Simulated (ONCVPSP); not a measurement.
Pseudopotential generation for Zn (Z = 30): ONCV, PBE, scalar-relativistic.

zinc (Zn), optimised norm-conserving Vanderbilt (ONCV), made with ONCVPSP 4.0.1 (PBE, scalar-relativistic). Core [Ne], reference 3s2 3p6 3d10 4s2. Waves: 3s+4s: rc 0.95 bohr, ncon 5, nbas 8, qcut 13.8 1/bohr, 3 projectors, debl 0.7 Ha; 3p: rc 0.75 bohr, ncon 5, nbas 9, qcut 13 1/bohr, 1 projector; 3d: rc 0.95 bohr, ncon 4, nbas 9, qcut 16.2 1/bohr, 2 projectors, debl 3.5 Ha. Local part: polynomial inside 0.50 bohr (lpopt 5, dvloc0 1 Ha). Core correction: Teter function fitted to the true core (icmod 2), fcfact 0.25.

- Cutoffs needed: 105 Ha and 390 Ha (the cutoffs (Ha) at which the residual kinetic energy of the hardest occupied pseudo-wave falls to 1 and 0.1 mHa per electron)
- Ghost test: no bound ghost flagged; GHOST(+) flags only above 600 eV
- Largest excitation error: -5.7 meV (all-electron minus pseudo) for 3s2 3p6 3d9 4s0, out of 4 test configurations
- rms error of d²Exc/dni dnj: 1.72 mHa without and 1.36 mHa with the model core
